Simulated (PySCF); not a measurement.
**Static response to an electric field**

Compound: C3H7FOSi.
Structure used (GFN2-xTB), in Å, numbered top down from 1:
```xyz
13
C3H7FOSi angstrom
O      2.110   -0.387    0.875
Si     1.629    0.329   -0.499
C     -0.090    1.124   -0.396
C     -1.248    0.583   -0.047
C     -1.506   -0.831    0.368
F     -0.404   -1.648    0.264
H      1.651   -1.157    1.201
H      2.610    1.402   -0.604
H      1.640   -0.598   -1.632
H     -0.124    2.169   -0.674
H     -2.164    1.165   -0.030
H     -1.825   -0.873    1.418
H     -2.286   -1.279   -0.260
```

Level: wB97X-D/def2-SVPD (PySCF), static field, nuclei fixed, core orbitals frozen in the response. The polarisability tensor in these axes (au):

```
x   80.01  4.81 -5.34
y    4.81 63.64 -3.81
z   -5.34 -3.81 56.45
```

Problem. Diagonalise the tensor; give its mean and Δα, where Δα² is half the sum of the squared differences of the eigenvalues.

Solution. Principal values 54.39, 62.94 and 82.78 au; mean 66.70 au = 9.88 Å³ = 11.00 × 10⁻⁴⁰ C²·m²/J; Δα = 25.22 au (38 % of the mean).

Problem. What is the dipole moment, and where does it point?

Solution. (-3.15, 0.01, 0.06) D, 3.15 D in size, pointing from the negative to the positive side. Measured along this direction, the outermost atoms are H8 at the negative end and H13 and H11 at the positive end.

Problem. What are the principal values of the traceless quadrupole moment, Θ = ½Σq(3rr − r²1), about the centre of nuclear charge?

Solution. -5.86, 1.45, 4.41 D·Å. The values depend on the origin, since the dipole doesn't vanish. The electronic extent ⟨r²⟩ about the same centre is 766 bohr², a root-mean-square distance of 1.96 Å for the 56 electrons.

Problem. Along which axes do the principal values lie, and how far do the nuclei extend along each?

Solution. Largest value along (0.93, 0.28, -0.23), where the nuclei span 5.39 Å; middle along (-0.34, 0.91, -0.26), 4.09 Å; least along (0.14, 0.32, 0.94), 2.48 Å. The response follows the extents in order.

Problem. Refractivity n − 1 of an ideal gas of it at 350 K and 1 atm, from the electronic α?

Solution. N = p/kT = 2.0968 × 10¹⁹ cm⁻³, so n − 1 = 2π × N × 9.88 × 10⁻²⁴ cm³ = 1302 × 10⁻⁶ at long wavelengths.

One conformer (not necessarily the lowest) at the GFN2-xTB geometry, without solvent, vibrations or thermal averaging.
